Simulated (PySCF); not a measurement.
CrH4: from structure and modes to constants

All numbers come from PySCF, UPBE0, basis Cr def2-TZVP, H def2-TZVP (no relativity, density fitting).

The triplet minimum has Td symmetry. Masses (u): Cr 51.94051, H 1.00782.

```xyz
5
charge 0 multiplicity 3, angstrom
Cr    0.0000    0.0000    0.0000
H    -0.9198   -0.9198    0.9198
H    -0.9198    0.9198   -0.9198
H     0.9198    0.9198    0.9198
H     0.9198   -0.9198   -0.9198
```

Harmonic wavenumbers (cm⁻¹): 514.7 (t2, ×3), 691.8 (e, ×2), 1762.3 (a1, ×1), 1803.8 (t2, ×3).

Task: Find the principal moments of inertia and the rotational constants. What kind of rotor is it?

Result: About the centre of mass I = 6.8219, 6.8219, 6.8219 u Å². With B = 16.8576/I this gives 2.471, 2.471, 2.471 cm⁻¹. The molecule is a spherical top.

Task: What is the harmonic zero-point energy?

Result: Half the sum of all 9 wavenumbers, 10101/2 = 5051 cm⁻¹, which is 60.4 kJ/mol (1 cm⁻¹ = 0.0119627 kJ/mol).

Task: Give the standard entropy (298.15 K, 1 bar) by its translational, rotational, vibrational and spin parts, and Cp.

Result: Sackur–Tetrode with M = 55.97 u gives 159.1; rotation with symmetry number 12 gives 51.8; vibration 10.5; spin R ln 3 = 9.1. The total is 230.5 J/(mol K), and Cp = 4 R + 22.8 = 56.0 J/(mol K).

The determinant is spin-contaminated (⟨S²⟩ = 2.25, pure value 2.00). Only a few start shapes were tried, so a lower isomer may exist. With open d or f shells other occupations or spin states may lie lower.
